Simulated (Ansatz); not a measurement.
Program: Ansatz. Geometries: PBE0-D4/def2-TZVP. ΔE: electronic, gas phase. CCSD(T)/CBS is the MP2 limit (def2-TZVPP, def2-QZVPP) plus CCSD(T) − MP2 in def2-TZVPP, frozen cores. This one scheme is used for every species. For Zn outer-core shells are correlated without core-valence functions, which leaves a few kJ/mol of doubt a bond. Scalar relativity is left out up to krypton. Each species was taken in one conformer, which may not be the lowest.

`C[CH](C)[Zn][NH2]` + H₂ → `[NH2][ZnH]` + `CCC`  (hydrogenolysis of a Zn–C bond)

```csv
species,CCSD(T)/CBS(def2) energy (Eh)
`C[CH](C)[Zn][NH2]`,-1952.66435
H₂,-1.17544
`[NH2][ZnH]`,-1834.88092
`CCC`,-118.98051
```

**Question.** Work out ΔE.

**Answer.** ΔE = (-1834.88092) + (-118.98051) − (-1952.66435) − (-1.17544) = -0.02164 Eh = -56.8 kJ/mol.

Largest T1 diagnostic among the species: 0.016.

In def2-TZVPP, CCSD(T) changes the Hartree–Fock value by +40.5 kJ/mol (the triples alone add +7.4 kJ/mol) and MP2 by +50.4 kJ/mol. The D4 term adds +9.3 kJ/mol with B3LYP and +5.2 kJ/mol with PBE0; it sums over pairs of atoms, weighted by their polarisabilities, and B3LYP, whose exchange is more repulsive, gets the larger term.

B3LYP here is the variant with VWN-RPA as its local correlation; programs differ in this.
